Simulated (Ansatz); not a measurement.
C$_{2}$H$_{4}$BClO, SMILES `ClB1CCO1`. Total charge 0; spin multiplicity 1. The structure was optimised at the PBE0-D4/def2-TZVP level.

```xyz
9

Cl    1.635    1.454   -1.823
B     0.759    0.521   -0.641
C    -0.738    0.185   -0.299
C    -0.019   -0.602    0.802
O     1.319   -0.203    0.364
H    -1.366    1.006    0.046
H    -1.290   -0.417   -1.021
H    -0.188   -0.257    1.822
H    -0.112   -1.688    0.749
```

Question: What is the dipole moment at PBE/def2-TZVPP? (Estimate.)

Answer: Computed: 2.36 D, with components (-2.10, -0.72, 0.81) D in this frame, pointing from negative to positive charge.

Question: And with r2SCAN, B3LYP, ωB97M-V? (Estimate.)

Answer: Ansatz gave: r2SCAN 2.46 D, B3LYP 2.47 D, ωB97M-V 2.46 D.

Question: Give the Mulliken charges with PBE, B3LYP, ωB97M-V in def2-TZVPP. (An estimate is asked.)

Answer: Computed: 
```csv
atom,PBE,B3LYP,ωB97M-V
Cl1,-0.13,-0.15,-0.12
B2,0.23,0.29,0.26
C3,-0.27,-0.29,-0.32
C4,0.02,0.04,0.00
O5,-0.21,-0.29,-0.28
H6,0.10,0.10,0.12
H7,0.10,0.10,0.12
H8,0.09,0.09,0.11
H9,0.09,0.09,0.11
```

B3LYP here is the variant with VWN-RPA as its local correlation; programs differ in this.
